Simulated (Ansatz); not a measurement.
Cr(NH)2Cl2 (CrN₂Cl₂H₂), relaxed as a singlet with RKS PBE0-D4/def2-SVP in Ansatz, starting from the GFN2-xTB geometry. Force threshold 0.02 eV/Å.

The restricted singlet is unstable towards broken spin symmetry at other levels; at PBE0-D4/def2-SVP this wasn't settled.

Start:

```xyz
7

Cr   -0.358   -0.010    0.001
N     0.481    1.389    0.121
H     1.165    2.132    0.182
N     0.556   -1.361   -0.123
H     1.279   -2.065   -0.191
Cl   -1.570    0.105   -1.664
Cl   -1.553   -0.191    1.673
```

Task: Estimate the energy that the relaxation releases and the steps that it takes.

Result: 49.0 kJ/mol, in 8 steps; 21 s on 4 threads of Arm Neoverse V1 on a shared host. No frequencies were taken in this run, so the end may be a saddle point.

Task: Does the start keep its bonding and symmetry?

Result: By distances, no bond broke or formed. The bond that changes most is Cr1–Cl7, from 2.06 to 2.15 Å (atoms count from 1). Point group C2v at the start, C2v at the end, both within 0.05 Å.

Task: Predict the relaxed structure.

Result: 
Cartesian coordinates in Å:
```
Cr -0.473 -0.013 0.002
N 0.414 1.281 0.111
H 1.341 1.712 0.145
N 0.482 -1.257 -0.115
H 1.432 -1.637 -0.153
Cl -1.606 0.118 -1.815
Cl -1.589 -0.205 1.824
```
Bond lengths: 2 × Cr–N 1.57 Å; 2 × Cl–Cr 2.15 Å; 2 × H–N 1.02 Å.
